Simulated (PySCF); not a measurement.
A side-by-side comparison of computed properties.

First species: C5H6F2O2.
InChI=1S/C5H6F2O2/c6-5(7)9-4-1-2-8-3-4/h1-2,4-5H,3H2/t4-/m0/s1

Second species: C5H6O2.
InChI=1S/C5H6O2/c6-3-5-1-2-7-4-5/h1,3H,2,4H2

Levels: PBE0/def2-SVPD for dipole moment, HOMO energy, LUMO energy, HOMO–LUMO gap, static isotropic polarisability and electronic spatial extent ⟨r²⟩ about the centre of nuclear charge; TDDFT PBE0/def2-SVPD for lowest singlet excitation; TDA PBE0/def2-SVPD for lowest triplet excitation (Tamm–Dancoff); GFN2-xTB for rotational constant A and rotational constant C. Geometries: GFN2-xTB. All species are isolated and taken at one optimised geometry, non-relativistic unless stated. Electronic properties by PySCF.

Dipoles, sizes and rotational constants follow the conformer. The torsions of the flexible species, by atom-mapped SMILES:
- `[F:1][CH:2]([F:3])[O:4][C@H:5]1[CH:6]=[CH:7][O:8][CH2:9]1`: F1–C2–O4–C5 -58°, C2–O4–C5–C6 89°
- `[O:1]=[CH:2][C:3]1=[CH:4][CH2:5][O:6][CH2:7]1`: O1–C2–C3–C4 180°

**Question.** Which of the two has the higher rotational constant A, and by how much?

**Answer.** The second: 7.162 GHz against 3.978 GHz, a difference of 3.184 GHz.

**Question.** Which of the two has the higher T1 energy, and by how much?

**Answer.** The first: 4.11 eV against 3.13 eV, a difference of 0.98 eV.

**Question.** Which has the higher LUMO energy?

**Answer.** The first: 0.15 eV against -2.06 eV, a difference of 2.21 eV.

**Question.** Which of the two has the higher ⟨r²⟩, and by how much?

**Answer.** The first: 1234 bohr² against 755 bohr², a difference of 479 bohr².

**Question.** Which of the two has the higher rotational constant C, and by how much?

**Answer.** The second: 1.526 GHz against 0.881 GHz, a difference of 0.645 GHz.

**Question.** Which has the higher HOMO energy?

**Answer.** The first: -6.87 eV against -7.34 eV, a difference of 0.47 eV.

**Question.** Which of the two has the higher HOMO–LUMO gap, and by how much?

**Answer.** The first: 7.02 eV against 5.28 eV, a difference of 1.74 eV.

**Question.** Which of the two has the higher S1 energy, and by how much?

**Answer.** The first: 6.26 eV against 3.69 eV, a difference of 2.57 eV.

On the first: The principal polarisabilities are 53.4, 65.2 and 80.9 au; their mean is the isotropic value. The polarisability is 9.85 Å³ as a volume (1 au = 0.148185 Å³), or 0.95 au for each of the 70 electrons.

On the second: S1 lies 1.59 eV below the HOMO–LUMO gap; its leading configuration is HOMO−1→LUMO, weight 0.97. The principal polarisabilities are 44.9, 61.7 and 91.6 au; their mean is the isotropic value.
